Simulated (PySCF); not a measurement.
C2H5ClO2Si. Atoms are numbered in the order given.

```xyz
11

C     -2.0810    -0.0281     0.1584
C     -0.8220     0.2507    -0.1879
Cl    -0.4162     1.8223    -0.9059
Si     0.6627    -0.8916     0.0156
O      1.8909     0.0194     0.6648
O      0.2781    -2.1469     1.0267
H     -2.9072     0.6753     0.0200
H     -2.2997    -1.0046     0.6006
H      1.0313    -1.5130    -1.2745
H      1.8150     0.9707     0.5124
H      0.2229    -1.9412     1.9680
```

Geometry optimised at B3LYP-D3(BJ)/def2-SVP. This is a generated structure with no PubChem entry under its InChIKey; it may be hypothetical. Other conformers were not sampled.

Level of theory: PySCF with PBE0/pcSseg-1.

GIAO shieldings, no solvent; atoms listed in one row are averaged. δ = σ(ref) − σ: ¹³C against TMS (σ = 186.3 ppm); ³⁵Cl against HCl (σ = 945.9 ppm); ²⁹Si against TMS (σ = 352.7 ppm); ¹⁷O against H2O (σ = 334.2 ppm); ¹H against TMS (σ = 31.56 ppm), references at their B3LYP-D3(BJ)/def2-TZVP geometries, non-relativistic (without spin–orbit terms, shifts of atoms bonded to Cl or Br come out too high).

```tsv
nucleus	atoms	count	δ (ppm)
¹³C	C2	1	158.6
¹³C	C1	1	138.4
³⁵Cl	Cl3	1	233.5
²⁹Si	Si4	1	-33.1
¹⁷O	O5, O6	2	49.2
¹H	H7, H8	2	6.54
¹H	H9	1	5.00
¹H	H10	1	2.62
¹H	H11	1	2.03
```
